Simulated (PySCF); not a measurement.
# HW(OH) + 2 Cl₂ → WOCl₂ + 2 HCl

Level: PBE0 in the def2-TZVP basis family, computed in PySCF with density fitting; scalar-relativistic core potentials for atoms from Rb on, none lighter, no spin–orbit coupling; open shells unrestricted.

| species | state and structure | E (Eh) | ZPE (kJ/mol) | H(298 K) − H(0) (kJ/mol) | S° (J/(mol K)) |
| --- | --- | --- | --- | --- | --- |
| HW(OH) | quintet, C1, O–H 0.963 Å, W–H 1.734 Å, W–O 1.895 Å; H–O–W 120.9°, H–W–O 123.4° | -143.38350 | 47.8 | 12.0 | 285.1 |
| Cl₂ | singlet, D∞h, Cl–Cl 1.982 Å | -920.08940 | 3.5 | 9.1 | 222.5 |
| WOCl₂ | triplet, C2v, W–Cl 2.273 Å (×2), W–O 1.677 Å; Cl–W–Cl 122.2°, Cl–W–O 118.9° (×2) | -1062.52585 | 13.6 | 16.9 | 344.5 |
| HCl | singlet, C∞v, H–Cl 1.279 Å | -460.66440 | 17.9 | 8.7 | 186.6 |

(1) What is the electronic reaction energy?

(2) Add zero-point, thermal and entropy terms for 298.15 K and 1 bar.

## Answers

(1) At PBE0/def2-TZVP, ΔE = -767.6 kJ/mol from the differences of the total energies times 2625.5, downhill. 

(2) ΔZPE = -5.4 and Δ[H(298) − H(0)] = 4.1 kJ/mol give ΔH° = -768.9 kJ/mol. ΔS° = -12.4 J/(mol K), so ΔG° = -768.9 − 298.15 × (-0.0124) = -765 kJ/mol.

Spin–orbit coupling can matter for HW(OH), WOCl₂ and is left out. Open d or f shells are single determinants, so the state found may not be the ground state. Each species is the lowest minimum found with this bonding; other isomers or fragments can lie lower.
